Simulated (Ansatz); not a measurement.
This geometry of BClFH + ClH (6 atoms, charge 0, multiplicity 1) is a first-order saddle point.

Level of theory: RKS PBE0-D4/def2-SVP (Ansatz 0.2.0).

```xyz
6
Properties=species:S:1:pos:R:3
B -0.070 -0.246 0.014
F -0.101 0.124 1.508
H 1.008 -0.033 -0.462
Cl -1.537 0.283 -0.802
Cl -0.152 -2.182 0.587
H -0.149 -1.035 1.631
```

Task: Which two structures does it join? (They come from a converged band through this point; their orientation in space is the band's.)

Result: Bonds broken: B1–F2, Cl5–H6. Bonds formed: B1–Cl5, F2–H6. BClFH + ClH becomes BCl2H + FH.

Image 0:

```xyz
6
Properties=species:S:1:pos:R:3
B -0.043 0.314 -0.087
F -0.074 0.531 1.215
H 1.002 0.093 -0.635
Cl -1.529 0.456 -0.987
Cl -0.177 -2.660 0.996
H -0.181 -1.822 1.974
```

Image 8:

```xyz
6
Properties=species:S:1:pos:R:3
B -0.086 -0.516 -0.388
F -0.072 0.130 2.015
H 0.994 -0.016 -0.515
Cl -1.521 0.297 -0.928
Cl -0.195 -2.197 0.148
H -0.121 -0.786 2.144
```

Task: How far does it lie above each of them?

Result: 22.8 kcal/mol above the first and 9.0 kcal/mol above the second. This is the barrier of this one path; another mechanism may lie lower. The orbitals stay closed-shell, which can raise the energy where a bond breaks towards radicals; this wasn't checked here.

The run took 4.3 min on 1 thread of Arm Neoverse V1, with other jobs on the host, peak memory 0.14 GiB.
